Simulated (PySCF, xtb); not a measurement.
Be(NMe2)(SiH3) (C2H9BeNSi), SMILES C[N](C)[Be][SiH3].

GFN2-xTB run with xtb 6.7.1 at its own geometry gives an orbital gap of 3.99 eV and a dipole moment of 3.42 D.

Coordinates come from a B3LYP-D3(BJ)/def2-SVP optimisation. The values are those of a single conformer.

Problem. What does HF/def2-TZVP (PySCF) give? (An estimate is asked for; the answer gives what the named calculation found.)

Solution. gap 11.32 eV (levels -9.52 and 1.79 eV), dipole 1.97 D.
